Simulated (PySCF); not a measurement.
SMILES Fc1cccc(Br)c1 (C6H4BrF) (GFN2-xTB optimised geometry):

```
12

F     -1.701    -2.269     0.000
C     -1.058    -1.088     0.000
C     -1.795     0.083     0.000
C     -1.120     1.291     0.000
C      0.264     1.328     0.000
C      0.971     0.136     0.000
Br     2.872     0.178     0.000
C      0.326    -1.088     0.000
H     -2.872     0.037     0.000
H     -1.677     2.216     0.000
H      0.790     2.269     0.000
H      0.872    -2.018     0.000
```

Computed with CAM-B3LYP/def2-TZVP run with PySCF.

What are the frontier orbital energies and the dipole moment?

HOMO-2 -9.86 eV, HOMO-1 -8.98 eV, HOMO -8.50 eV, LUMO 0.20 eV, LUMO+1 0.54 eV; dipole moment 1.65 D.

Meta-Löwdin charges at CAM-B3LYP/def2-TZVP: F1 -0.27, C2 0.31, C3 -0.16, C4 -0.10, C5 -0.14, C6 0.01, Br7 -0.04, C8 -0.16, H9 0.14, H10 0.13, H11 0.13, H12 0.15.
